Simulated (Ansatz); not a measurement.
`CC=C([SiH3])[SiH3]` + `O[CH2][SnH2][SH]` → `[SiH3][CH2][SnH2][SH]` + `C/C=C(\O)[SiH3]`  (redistribution)

Calculated with Ansatz (gas phase, PBE0-D4/def2-TZVP geometries, no zero-point term in ΔE). CCSD(T)/CBS is the MP2 limit (def2-TZVPP, def2-QZVPP) plus CCSD(T) − MP2 in def2-TZVPP, frozen cores. Functionals use def2-TZVPP. B3LYP here is the variant with VWN-RPA as its local correlation; programs differ in this. Elements past krypton have def2 core potentials. For Sn outer-core shells are correlated without core-valence functions, which leaves a few kJ/mol of doubt a bond. Each species was taken in one conformer, which may not be the lowest.

`CC=C([SiH3])[SiH3]`:

Cartesian coordinates in Å:
```
C 2.016 0.334 0.766
C 0.948 0.586 -0.241
C -0.283 0.056 -0.255
Si -0.870 -1.140 1.056
Si -1.458 0.523 -1.619
H 2.914 -0.062 0.279
H 1.709 -0.368 1.542
H 2.313 1.271 1.249
H 1.235 1.281 -1.034
H -2.256 -1.565 0.722
H -0.888 -0.514 2.407
H -0.013 -2.356 1.123
H -1.878 -0.679 -2.391
H -2.693 1.144 -1.065
H -0.795 1.488 -2.539
```

`O[CH2][SnH2][SH]`:

Cartesian coordinates in Å:
```
O -1.497 -0.081 1.068
C -0.877 0.957 0.354
Sn 0.746 0.155 -0.850
S 1.484 -1.633 0.616
H -0.807 -0.628 1.468
H -1.628 1.411 -0.295
H -0.475 1.738 1.010
H 2.085 1.192 -1.069
H 0.261 -0.555 -2.324
H 0.709 -2.555 0.021
```

`[SiH3][CH2][SnH2][SH]`:

Z-matrix (Å, degrees):
```
Si
C 1 1.870
H 1 1.485 2 110.5
H 1 1.490 2 110.2 3 119.6
H 1 1.487 2 110.5 3 -120.8
Sn 2 2.145 1 114.2 3 68.5
H 2 1.094 1 110.0 3 -171.5
H 2 1.093 1 110.2 3 -53.1
S 6 2.410 2 109.7 1 -24.2
H 6 1.705 2 111.1 1 90.5
H 6 1.710 2 110.9 1 -144.7
H 9 1.343 6 94.0 2 -65.4
```

`C/C=C(\O)[SiH3]`:

Cartesian coordinates in Å:
```
C 0.735 -0.659 1.926
C -0.200 -0.281 0.831
C 0.161 0.134 -0.387
O 1.498 0.217 -0.698
Si -1.116 0.551 -1.683
H 0.611 -1.712 2.200
H 0.535 -0.073 2.829
H 1.773 -0.503 1.635
H -1.265 -0.350 1.030
H 1.614 0.655 -1.544
H -1.038 -0.399 -2.828
H -0.840 1.910 -2.233
H -2.468 0.508 -1.077
```

| level | ΔE (kJ/mol) | difference from CCSD(T)/CBS |
| --- | --- | --- |
| PBE-D4 | -36.2 | 4.1 |
| r2SCAN-D4 | -40.8 | -0.5 |
| PBE0-D4 | -39.4 | 0.9 |
| ωB97X-V | -41.3 | -1.0 |
| ωB97M-V | -41.0 | -0.7 |
| B2PLYP | -39.8 | 0.5 |
| PBE | -37.8 | 2.5 |
| r2SCAN | -41.2 | -0.9 |
| PBE0 | -40.7 | -0.4 |
| B3LYP | -38.5 | 1.8 |
| HF/def2-TZVPP | -43.9 | -3.6 |
| CCSD/def2-TZVPP | -41.3 | -1.0 |
| CCSD(T)/def2-TZVPP | -40.4 | -0.1 |
| HF/def2-QZVPP | -44.3 | -4.0 |
| MP2/def2-QZVPP | -42.0 | -1.7 |
| CCSD/CBS(def2) | -41.2 | -0.9 |
| CCSD(T)/CBS | -40.3 | 0 |

Largest T1 diagnostic among the species: 0.012.
